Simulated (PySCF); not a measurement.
C3H8FOSi2 (doublet state).
Cartesian coordinates in Å at the GFN2-xTB level; atoms count from 1:
```
atom  x, y, z in Å
C1    -2.3916   -0.4888    0.4570
O2    -1.3157    0.3719    0.2095
C3    -0.2844   -0.2225   -0.5752
Si4    0.9543   -1.1844    0.5911
C5     2.1997    0.2873    0.2875
F6     3.4605   -0.0643   -0.1958
Si7    1.0387    1.1124   -1.0244
H8    -3.0907    0.0486    1.0961
H9    -2.0596   -1.4045    0.9628
H10   -2.8941   -0.7726   -0.4770
H11   -0.7368   -0.7588   -1.4178
H12    0.5076   -1.2308    1.9924
H13    2.4052    0.8884    1.1795
H14    0.6352    2.4818   -0.7329
H15    1.5673    0.9442   -2.3747
```

The hyperfine couplings belong to this conformer and change with its torsions.

Identity: `O([C@H]1[SiH2][C@H](F)[SiH]1)C` [radical].

Computed, not measured: PySCF 2.14.0, UKS B3LYP, pcH-1 on C F H O Si, non-relativistic, mean-field spin-orbit, GIAO. The structure is a single GFN2-xTB conformer in the gas phase; no vibrational or solvent corrections. A GFN2-xTB geometry isn't a minimum of the functional, and hyperfine couplings can be far from their values at a DFT geometry, by a factor of two or more for some ions and for spin on atoms past the first row. No stability test was run, so a lower SCF solution isn't excluded.

Q: Break the g tensor into its mass correction, gauge correction and orbital-Zeeman/spin–orbit terms.

A: 
| Δg (ppm) | 1 | 2 | 3 |
| --- | --- | --- | --- |
| relativistic mass correction | -152 | -152 | -152 |
| gauge correction | 29 | 73 | 59 |
| orbital Zeeman/spin–orbit | -39 | 744 | 1917 |
| total | -162 | 665 | 1825 |

So g = 2.00216, 2.00298, 2.00414 and g_iso = 2.00310; the tensor is rhombic: the two nearest values differ by 42 % of g3 − g1. 

Q: What effective moment and Curie constant follow for a powder?

A: With the mean of g² = 4.0124 and S(S+1) = 0.75: μ_eff = √(⟨g²⟩S(S+1)) = 1.735 μB and χT = 0.12505·⟨g²⟩·S(S+1) = 0.376 cm³ K/mol (cgs; spin-Hamiltonian part alone).

Q: At 9.48 GHz, how far is the centre of the isotropic spectrum from where a free electron (g = 2.002319) resonates?

A: B = hν/(g μB) with μB/h = 13.99624 MHz/mT gives 338.27 mT for the free electron and 338.14 mT at g_iso, 0.13 mT lower.

Q: In a frozen sample, at which fields do the three g values resonate at 9.5, 34, 94 and 263 GHz (hyperfine left aside), and which band first spreads them over more than twice a line width of 0.5 mT?

A: 
```json
{"band": "X", "GHz": "9.5", "B(g3) mT": "338.67", "B(g2) mT": "338.87", "B(g1) mT": "339.01", "spread mT": "0.34"}
{"band": "Q", "GHz": "34.0", "B(g3) mT": "1212.10", "B(g2) mT": "1212.80", "B(g1) mT": "1213.30", "spread mT": "1.20"}
{"band": "W", "GHz": "94.0", "B(g3) mT": "3351.10", "B(g2) mT": "3353.04", "B(g1) mT": "3354.43", "spread mT": "3.33"}
{"band": "J", "GHz": "263.0", "B(g3) mT": "9375.95", "B(g2) mT": "9381.38", "B(g1) mT": "9385.25", "spread mT": "9.30"}
```

The spread grows in proportion to the frequency. Q band is the first where it exceeds 1.0 mT.

The largest Mulliken spin population is on Si4 (+0.84). The angles at Si4 add up to 311.1°, so it is pyramidal.

The HOMO–LUMO gaps are 5.10 eV among the α and 3.68 eV among the β orbitals.
